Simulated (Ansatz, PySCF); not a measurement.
Species: BiF2, net charge 0, doublet state. It need not be the lowest isomer of its formula. 
Geometry from a B3LYP-D3(BJ)/def2-TZVP (Ansatz, a first-principles code) optimisation:
SMILES: [F][Bi][F]
```xyz
3

Bi    -0.1218    -0.0876     0.1883
F     -0.3250     1.6223    -0.8748
F      1.4481    -0.8140    -0.8620
```
Charge 0, spin multiplicity 2.

Quantity: atomisation energy (electronic, to ground-state atoms), in kcal/mol. Cores are frozen in the correlated levels unless marked. Open shells are spin-unrestricted. No spin-orbit coupling. The frozen core is the preceding noble-gas configuration, with the filled d and f shells of earlier blocks. Past Kr the def2 sets carry scalar-relativistic core potentials. The coupled-cluster limit lacks core correlation, which all-electron functionals hold. CBS(X,Y): correlation extrapolated as X^-3; Hartree-Fock from the larger set. [CCSD(T)-MP2]/basis is that difference in the basis named.

| level | program | atomisation energy (kcal/mol) |
|---|---|---|
| HF-D4/def2-TZVPD | PySCF + dftd4 | 98.2 |
| PBE/def2-TZVPD | Ansatz | 207.1 |
| revPBE/def2-TZVPD | Ansatz | 194.8 |
| r2SCAN-D4/def2-TZVPD | Ansatz + dftd4 | 192.7 |
| PBE0-D4/def2-TZVPD | Ansatz + dftd4 | 186.8 |
| PBE0/def2-TZVP | Ansatz | 184.6 |
| BHLYP-D4/def2-TZVPD | Ansatz + dftd4 | ? |
| PW6B95/def2-TZVPD | PySCF | 193.1 |
| M06-2X/def2-TZVPD | PySCF | 178.8 |
| HSE06-D3(BJ)/def2-TZVPD | Ansatz + dftd3 | 186.4 |
| HSE06/def2-TZVPD | Ansatz | 185.8 |
| CAM-B3LYP/def2-TZVPD | Ansatz | 194.8 |
| B2PLYP/def2-TZVPD | Ansatz | ? |
| PBE-QIDH/def2-TZVPD | Ansatz | 180.5 |
| RPA@PBE/def2-TZVPP | Ansatz | ? |
| RPA@PBE/def2-QZVPP | Ansatz | ? |
| RI-MP2/CBS(def2-TZVPPD,def2-QZVPPD)+[CCSD(T)-MP2]/def2-TZVPPD | Ansatz | 189.6 |

Task: Complete the blanks.

Result: 
- BHLYP-D4/def2-TZVPD, atomisation energy (kcal/mol): 171.3
- B2PLYP/def2-TZVPD, atomisation energy (kcal/mol): 191.8
- RPA@PBE/def2-TZVPP, atomisation energy (kcal/mol): 163.0
- RPA@PBE/def2-QZVPP, atomisation energy (kcal/mol): 171.6
